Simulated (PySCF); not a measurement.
A calculated (B3LYP, PySCF 2.14, aug-cc-pVDZ, no relativity, point nucleus) atom or ion has these occupied shells.

| shell | electrons | orbital energy (eV) | rms radius, mean of both spins (bohr) |
| --- | --- | --- | --- |
| 1s α | 1 | -7558.1 | 0.0659 |
| 1s β | 1 | -7558.1 | 0.0659 |
| 2s α | 1 | -899.51 | 0.280 |
| 2s β | 1 | -898.39 | 0.280 |
| 2p α | 3 | -780.95 | 0.250 |
| 2p β | 3 | -780.03 | 0.250 |
| 3s α | 1 | -108.41 | 0.847 |
| 3s β | 1 | -105.76 | 0.847 |
| 3p α | 3 | -72.719 | 0.902 |
| 3p β | 3 | -69.898 | 0.902 |
| 3d α | 5 | -14.675 | 1.32 |
| 3d β | 3 | -13.154 | 1.32 |

Question: Name the element and its charge.

Answer: Co⁺ (cobalt, charge +1), in [Ar] 3d8, high-spin 3F determinant.
